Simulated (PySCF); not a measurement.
**A small calculation by hand: oscillator strength and radiative lifetime**

CdH₂O, SMILES [OH][CdH].

The structure is a stationary point at PBE0-D3(BJ)/def2-TZVP. The def2 effective core potentials stand for the cores of Cd; spin–orbit coupling is left out.

TDDFT-LC-ωPBE/def2-TZVPD run with PySCF 2.14.0 puts the first singlet state with f over 0.02 at 6.19 eV (vertical), with the transition dipole (0.000, 0.000, 0.485) in atomic units.

Q: Find the oscillator strength, the wavelength and the radiative lifetime that this transition would have in vacuum if emission retraced absorption.

A: 
|μ|² = 0.2352 au, so |μ| = 1.23 D. ΔE = 6.19/27.211 = 0.2275 hartree. f = (2/3) ΔE |μ|² = 0.036 (the program prints 0.036).
λ = 1239.84/6.19 = 200 nm; ν = 49926 cm⁻¹.
Einstein's coefficient A = 0.6670 ν² f s⁻¹ (ν in cm⁻¹) = 5.9e7 s⁻¹, so τ = 1/A = 17 ns. This state is S1. The figure is the radiative limit of this one transition; relaxation, internal conversion, crossing to triplets and a medium change what is measured.
